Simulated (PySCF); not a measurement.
F2H5InP2.
Structure used (PBE0-D3(BJ)/def2-SVP), in Å, numbered top down from 1:
```
atom  x, y, z in Å
F1     0.877    1.541   -1.550
P2     0.390    0.916   -0.161
F3     0.334    2.237    0.738
P4     2.312    0.081    0.549
In5   -1.859   -0.724   -0.245
H6     1.645   -0.540    1.651
H7     2.131   -1.058   -0.296
H8    -1.736   -1.030    1.465
H9    -0.993   -1.804   -1.303
H10   -3.052    0.360   -0.869
```

The calculation used PySCF 2.14.0, PBE0-D3(BJ)/def2-SVP geometry optimisation, gas phase, def2 core potentials past Kr.

Problem. Which atoms are bound to In5, and at what distances?

Solution. 4 atoms: H10 1.728 Å, H8 1.741 Å, H9 1.743 Å, P2 2.784 Å. The nearest atom not counted as bound is F1, at 3.78 Å.

Problem. List the angles at In5.

Solution. 
```
     angle  degrees  distance of the outer atoms (Å)
H8–In5–H10    120.9                             3.02
H9–In5–H10    120.8                             3.02
 H8–In5–H9    116.9                             2.97
P2–In5–H10    101.5                             3.56
 P2–In5–H8     91.0                             3.31
 P2–In5–H9     89.0                             3.26
```

Problem. Describe the arrangement about In5 in numbers.

Solution. Angles from 89.0° to 120.9°; τ4 = (360° − α − β)/141° = 0.84 with α and β the two widest (0 for a square, 1 for a tetrahedron). The In–H distances aren't all alike: 1.728 to 1.743 Å.

Problem. What are the other bond lengths?

Solution. F1–P2, P2–F3 1.599 Å; P2–P4 2.212 Å; P4–H6, P4–H7 1.430 Å.

Problem. Give some angles away from the centre.

Solution. F1–P2–F3 100.1°, F1–P2–P4 99.3°, F1–P2–In5 116.7°, P4–P2–In5 119.3°.

Problem. What are the rotational constants (commonest isotopes, rigid rotor)?

Solution. A = 2633, B = 692.3, C = 636.1 MHz: a near-prolate asymmetric top.

Charge 0, singlet. No frequency check.

One conformer stands for the species.
